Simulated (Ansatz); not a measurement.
Calculated with Ansatz (gas phase, PBE0-D4/def2-TZVP geometries, no zero-point term in ΔE). CBS: MP2 limit from def2 TZ/QZ plus the TZ coupled-cluster correction, frozen cores. This one scheme is used for every species, atoms too. Functionals use def2-TZVPP. No spin–orbit coupling; open shells (•) take unrestricted orbitals. Spin–orbit coupling would lower the free atoms: a little for Al, S, Si; clearly for Ga. Bonds to Ga are less sure, by a few kJ/mol each and by 10 to 20 or more in all where they break to atoms, as the def2 sets lack core-valence functions. Scalar relativity is left out up to krypton.

`[AlH]1[SiH2][GaH][S]1` → Al• + Ga• + 4 H• + S• + Si•  (atomization)

```csv
level,ΔE (kJ/mol)
PBE-D4,2161.1
HF/def2-TZVPP,1590.2
```

**Question.** What does CCSD(T)/CBS give? (Best estimate.)

**Answer.** Computed: +2179.8 kJ/mol. The listed levels differ from it by -18.7, -589.6 kJ/mol.

Largest T1 diagnostic among the species: 0.018.

At CCSD(T), def2-SVP lies −170.6 kJ/mol from the extrapolated value and def2-TZVPP −58.8 kJ/mol: correlation converges slowly with the basis, and small sets miss more of it in the bonded molecule than in its fragments. The D4 term adds +41.5 kJ/mol with B3LYP and +21.6 kJ/mol with PBE0; it sums over pairs of atoms, weighted by their polarisabilities, and B3LYP, whose exchange is more repulsive, gets the larger term. From BLYP to BHLYP (50 % exact exchange), in def2-TZVPP and without D4, ΔE moves by +26.3 kJ/mol.

B3LYP here is the variant with VWN-RPA as its local correlation; programs differ in this.

For atomizations the MP2-based limit and the directly extrapolated one differ by several kJ/mol either way, and by 10 to 25 for some Ge, Se and Sn compounds, so smaller differences from it don't rank the levels.
